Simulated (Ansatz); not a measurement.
`C[B](C)[GaH2]`. Charge 0, multiplicity 1. The geometry is a stationary point of PBE0-D4/def2-TZVP.

```xyz
12

C    -0.883    1.236    0.434
B     0.012    0.023    0.009
C     1.566    0.164    0.131
Ga   -0.851   -1.746   -0.704
H    -1.849    1.328   -0.067
H    -1.113    1.047    1.496
H    -0.364    2.200    0.403
H     2.129   -0.758    0.295
H     1.885    0.538   -0.856
H     1.886    0.919    0.857
H    -1.057   -2.047   -2.244
H    -1.359   -2.904    0.246
```

**Question.** What is the dipole moment at B3LYP/def2-TZVPP? (Estimate.)

**Answer.** The calculation gave: 1.64 D, with components (0.67, 1.38, 0.56) D in this frame, pointing from negative to positive charge.

**Question.** And with PBE, r2SCAN, ωB97M-V? (Estimate.)

**Answer.** Computed: PBE 1.65 D, r2SCAN 1.66 D, ωB97M-V 1.63 D.

**Question.** Give the Mulliken charges with B3LYP, PBE, r2SCAN in def2-TZVPP. (Estimate.)

**Answer.** The calculation gave: 
| atom | B3LYP | PBE | r2SCAN |
| --- | --- | --- | --- |
| C1 | -0.31 | -0.32 | -0.23 |
| B2 | 0.25 | 0.22 | 0.24 |
| C3 | -0.31 | -0.32 | -0.23 |
| Ga4 | -0.05 | -0.07 | 0.01 |
| H5 | 0.09 | 0.10 | 0.06 |
| H6 | 0.09 | 0.11 | 0.07 |
| H7 | 0.09 | 0.09 | 0.05 |
| H8 | 0.09 | 0.10 | 0.06 |
| H9 | 0.09 | 0.11 | 0.07 |
| H10 | 0.09 | 0.09 | 0.05 |
| H11 | -0.07 | -0.05 | -0.08 |
| H12 | -0.07 | -0.05 | -0.08 |

B3LYP here is the variant with VWN-RPA as its local correlation; programs differ in this.
